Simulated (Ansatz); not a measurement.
AsS₂⁺. Total charge 1; singlet. Geometry PBE0-D4/def2-TZVP, basis def2-TZVP, Ansatz.

```xyz
3

As    0.327   -0.205   -1.145
S     0.882    0.298    0.836
S    -1.209   -0.092    0.309
```

```json
{"run": "A", "HOMO (eV)": "-12.10", "LUMO (eV)": "-10.77"}
{"run": "B", "HOMO (eV)": "-12.94", "LUMO (eV)": "-10.18"}
{"run": "C", "HOMO (eV)": "-13.88", "LUMO (eV)": "-9.31"}
{"run": "D", "HOMO (eV)": "-12.70", "LUMO (eV)": "-10.35"}
{"run": "E", "HOMO (eV)": "-12.08", "LUMO (eV)": "-10.93"}
{"run": "F", "HOMO (eV)": "-12.48", "LUMO (eV)": "-10.64"}
```

B3LYP takes the VWN-RPA correlation. The structure comes from a short search, and lower isomers may exist.

Problem. The runs used B3LYP, B97M-V, BHLYP, PBE0, r2SCAN, r2SCANh. Estimate which is which.

Solution. A B97M-V (0 % exact exchange); B PBE0 (25 % exact exchange); C BHLYP (50 % exact exchange); D B3LYP (20 % exact exchange); E r2SCAN (0 % exact exchange); F r2SCANh (10 % exact exchange). Exact exchange lowers occupied and raises empty levels; among semilocal functionals meta-GGAs tend to open the gap a little, and such runs are hard to tell apart. The gap grows from 1.15 eV (r2SCAN) to 4.57 eV (BHLYP).
